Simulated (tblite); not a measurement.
C7H9N (charge +1 and doublet state).
Geometry (GFN2-xTB, Å), atoms numbered from 1 in this order:
```
atom  x, y, z in Å
N1     2.0379   -0.6986    0.0608
C2     0.7092   -0.3615    0.0196
C3    -0.1309   -0.7013    1.2382
C4    -1.2687   -0.0050    1.1873
C5    -1.2010    0.8841   -0.0376
C6    -1.2021   -0.0149   -1.2571
C7    -0.0618   -0.7093   -1.2420
C8     0.2880    1.2150    0.0012
H9     2.5043   -0.8539    0.9405
H10    2.5628   -0.8508   -0.7859
H11    0.1832   -1.4302    1.9615
H12   -2.1081   -0.0609    1.8538
H13   -1.9110    1.7070   -0.0597
H14   -2.0060   -0.0799   -1.9655
H15    0.2937   -1.4410   -1.9430
H16    0.6754    1.7032   -0.8890
H17    0.6281    1.7100    0.9069
```

Structure optimised with GFN2-xTB, isolated species. This method treats the open shell by occupation alone, without spin polarisation.

Masses are those of the commonest isotopes; rigid-rotor values at the optimised geometry. The values belong to one conformer with, in the numbering `[NH2+:1][C@:2]12[CH:3]=[CH:4][C@H:5]([CH:6]=[CH:7]1)[CH2:8]2`, H–N1–C2–C3 -21° and 155°.

Q: Give the principal moments of inertia and the rotational constants in MHz.

A: Ia = 139.40, Ib = 206.92, Ic = 249.50 u·Å²; 505379 MHz·u·Å²/I gives A = 3625, B = 2442, C = 2026 MHz.

Q: What kind of rotor is it?

A: An asymmetric top; Ray's κ = -0.479.

Q: What does the inertial defect say?

A: Not planar: Δ = Ic − Ia − Ib = -96.83 u·Å². For a rigid frame Δ = −2 Σ m c², so Σ m c² = 48.41 u·Å² lies off the ab plane: 12.20 from hydrogen and 36.21 from heavier atoms. The atom farthest from that plane is 1.89 Å away.

Q: Give the other two planar moments, Paa and Pbb, and the rms extents of the mass along the axes.

A: Paa = Σ m a² = (Ib + Ic − Ia)/2 = 158.51 and Pbb = Σ m b² = (Ia + Ic − Ib)/2 = 90.99 u·Å². With the mass M = 107.07 u, the rms extents √(P/M) along a, b and c are 1.22, 0.92, 0.67 Å.

Q: Where do the levels up to J = 2 lie, in K?

A: Above 0(0,0), as E/k:
J = 1: 1(0,1) 0.214, 1(1,1) 0.271, 1(1,0) 0.291
J = 2: 2(0,2) 0.639, 2(1,2) 0.680, 2(1,1) 0.740, 2(2,1) 0.910, 2(2,0) 0.915
The levels of one J sum to (2J + 1)J(J + 1)(A + B + C)/3.

For this open shell read J as N, the rotation without spin; fine and hyperfine splittings come on top. Its GFN2-xTB frequencies are all real (lowest 213 cm⁻¹). Constants of a rigid frame at the computed geometry: no zero-point averaging, no centrifugal distortion.
